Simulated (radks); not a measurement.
Problem. Radial electron density D(r) = 4 pi r^2 rho(r) of an atom or ion with 3 electrons. All-electron calculation, non-relativistic Kohn-Sham, LDA (Slater exchange, Perdew-Wang correlation), spin-polarised, spherical densities, point nucleus. Program: a radial shooting solver on a logarithmic mesh with Libxc functionals.

```
   r/bohr * D(r) (the largest magnitude, 5.99, reaches the edge; | marks zero)
  0.01084 |*
  0.01232 | *
  0.01401 | *
  0.01592 |  *
  0.01809 |   *
  0.02057 |    *
  0.02337 |     *
  0.02657 |      *
  0.03019 |        *
  0.03432 |          *
    0.039 |            *
  0.04433 |               *
  0.05038 |                   *
  0.05726 |                      *
  0.06508 |                          *
  0.07397 |                               *
  0.08407 |                                   *
  0.09555 |                                        *
   0.1086 |                                             *
   0.1234 |                                                 *
   0.1403 |                                                    *
   0.1594 |                                                      *
   0.1812 |                                                      *
   0.2059 |                                                     *
   0.2341 |                                                 *
    0.266 |                                            *
   0.3024 |                                      *
   0.3436 |                               *
   0.3906 |                        *
   0.4439 |                 *
   0.5086 |          *
    0.578 |      *
    0.657 |   *
   0.7467 | *
   0.8486 |*
   0.9645 |*
    1.096 *
    1.246 *
    1.416 |*
    1.609 |*
    1.829 *
    2.079 *
    2.363 *
    3.052 *
    3.469 *
    3.943 |*
    4.481 |*
    5.093 *
    5.788 *
    6.579 *
    7.477 |*
    8.498 | *
    9.659 | *
    10.98 |*
    12.48 *
    14.18 *
    16.12 *
    18.32 *
```

What is the nuclear charge?

Solution. Z = 6. The innermost maximum, from 1s, lies near 1/Z = 0.167 bohr (found: 0.174), and its height grows with Z. The density is that of the carbon ion C3+ in [He] 5d1; the configuration itself is not fixed sharply by these data. D(r) has 4 maxima, at r = 0.174, 1.52, 4.17, 9.13 bohr, and minima at 1.12 bohr, inside which lie 2.01 electrons.
